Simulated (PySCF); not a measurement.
SMILES [CH2]([Ge]([CH2]C)([CH]=C)[Br])C (C6H13BrGe) at its GFN2-xTB optimised geometry (Å):

```
21

C      2.2080    -0.2346    -1.0516
C      1.4711     0.0762     0.0000
Ge    -0.5100     0.0762     0.0000
Br    -1.0650    -0.8105     2.0726
C     -1.3194    -1.1641    -1.3650
C     -0.8732    -2.6089    -1.1977
C     -1.2822     1.9402     0.0000
C     -2.7930     1.9656     0.1749
H      3.2877    -0.2253    -1.0232
H      1.7651    -0.5130    -1.9955
H      1.9540     0.3474     0.9312
H     -1.0458    -0.7940    -2.3536
H     -2.4061    -1.0995    -1.2858
H      0.2094    -2.6941    -1.2828
H     -1.1674    -2.9917    -0.2213
H     -1.3280    -3.2395    -1.9602
H     -1.0002     2.4148    -0.9402
H     -0.8029     2.5042     0.8027
H     -3.1564     2.9917     0.1997
H     -3.2877     1.4502    -0.6472
H     -3.0816     1.4811     1.1071
```

Level of theory: PySCF 2.14.0 with PBE0/def2-SVP.

Map of the electrostatic potential (hartree/e), clipped to [-0.08, 0.12] on the plane z = 0.6 Å:

```
|1111111111111111111111111111111|
|1111111111111111111111111111111|
|1111111111111111111111111111111|
|1111122221111111111111111111111|
|1111223322111111111111111111111|
|1111246632222222111111111111111|
|1111389963234542211111111111111|
|1111399995479994211111111111111|
|1111279999999995211111111111111|
|1111399999999994211111111111111|
|1111399999999984221111111111111|
|1111289999999986432222111111111|
|1111149997799999855665321111111|
|1111123444799999999999632211111|
|1111111224999999999999932221111|
|1111111124999999999999732221111|
|1111111113899999999999422111111|
|1111100012699999978973111111111|
|1111100001379999632210001111111|
|1111100000135654210000001111111|
|1111000000012221100000000111111|
|1111100000011110000000000111111|
|1111100000123210000000001111111|
|1111100001245310000000001111111|
|1111110011234210000000011111111|
|1111111111122110000000111111111|
|1111111111111110000001111111111|
|1111111111111110000011111111111|
|1111111111111110001111111111111|
|1111111111111111111111111111111|
|1111111111111111111111111111111|
```
Scale: ten equal steps from -0.020 (start of '0') to 0.120 (end of '9'), in the order '0123456789'; x runs from -5.50 to 5.50, y from -5.50 (bottom) to 5.50 (top).
